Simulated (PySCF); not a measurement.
**Ionising LiSe**

UHF-CCSD; basis Li def2-SVPD, Se def2-SVPD; no relativity; PySCF 2.14. Neutral (UHF): doublet (π ↑), Re = 2.320 Å, ωe = 493 cm⁻¹, De = 2.66 eV.

LiSe⁺ (UHF): triplet (π ↑↑), Re = 2.641 Å, ωe = 298 cm⁻¹, De = 0.84 eV to Li⁺ + Se. The energies at the minima are -2407.25870 hartree for LiSe and -2406.99909 for LiSe⁺.

(1) Work out the adiabatic ionisation energy, without and with harmonic zero-point energies (1 hartree = 27.2114 eV, 1 eV = 8065.5 cm⁻¹), and the change of the bond length.

Correlated steps freeze 9 core orbitals. Correlated levels converge slowly with the basis: in double zeta they bind strong bonds too weakly, by up to about 1 eV, and carry superposition errors of some tenths. Spin–orbit coupling is left out. For an ion De counts to the pair picked by the measured ionisation energies or electron affinities, which need not be the lowest pair at this level. States were picked by a PBE0 search and need not be the measured ground states.

Answers

(1) At UHF-CCSD: 0.25961 hartree = 7.064 eV between the minima; the zero-point term (298.0 − 493.0)/2 cm⁻¹ = -0.012 eV makes it 7.052 eV. Re changes by +32.1 pm against the neutral. The electron leaves a π orbital, and the longer bond of the ion fits a bonding orbital, or a change in how ionic the bond is.
